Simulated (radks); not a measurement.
Task: Numerical settings for the technetium ion Tc+, [Kr] 4d5 5s1. Method: Dirac Kohn-Sham, PBE, spin-unpolarised, spherical densities, point nucleus; open shells are shared between the two j in proportion to 2j + 1; computed with a radial shooting solver on a logarithmic mesh with Libxc functionals. The defaults (mesh step 0.008 in ln r, mesh end at 40 bohr or more with all orbitals vanishing there, Anderson mixing 0.5 over 9 steps, residual threshold near 1e-9 with the energy settled to 1e-9 hartree or 1e-11 of itself, here a cap of 58 iterations) give E = -4285.9712 hartree and 5s1/2 at -11.393 eV in 14 iterations. Run on one thread of a shared host, so times are rough (Arm Neoverse N1): 0.17 s of CPU time, 0.17 s wall, 14 iterations on 2602 mesh points. One setting is changed at a time: mesh step in ln r 0.2; mesh step in ln r 0.12; mesh step in ln r 0.08; mesh end (bohr) 8; mesh end (bohr) 400; residual threshold 1e-05; residual threshold 0.001; mixing 2.5; linear mixing, mixing 0.2; linear mixing, mixing 0.8; mixing history 2; iteration cap 5. Which runs fail to converge, and which converge to a wrong energy?

Result: Not converged within the cap: mesh step in ln r 0.2; mesh step in ln r 0.12; mesh step in ln r 0.08; linear mixing, mixing 0.2; linear mixing, mixing 0.8; iteration cap 5. No run marked as converged misses the energy by more than 1 mhartree.
